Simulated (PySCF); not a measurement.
Molecule: `[SiH2](C)[SiH2]O`, CH8OSi2.

Atoms are numbered as in `[CH3:1][SiH2:2][SiH2:3][OH:4]`. Hydrogens are named by the atom that carries them.

Geometry PBE0-D3(BJ)/def2-SVP throughout; GIAO in PySCF 2.14, gas phase, one conformer, non-relativistic; equivalent atoms averaged; functional PBE0.

For orientation, cc-pVDZ gives these absolute shieldings σ: C1 207.3, Si3 433.4, Si2 482.2, O4 344.4, H(Si3) 26.01, H(Si2) 27.52, H(C1) 31.26, H(O4) 32.07 ppm.

A run gave: C1 210.3, Si3 432.3, Si2 499.9, O4 354.8, H(Si3) 27.32, H(Si2) 29.24, H(C1) 32.50, H(O4) 34.18 ppm (absolute shieldings σ).

Task: Which basis set was used in that run?
A. 6-311+G(2d,p)
B. 6-31G
C. 6-31G*
D. pcSseg-1

Result: B. H(O4) tells them apart best: 6-31G gives 34.18, 6-31G* gives 32.54, 6-311+G(2d,p) gives 32.17, pcSseg-1 gives 31.53 ppm.
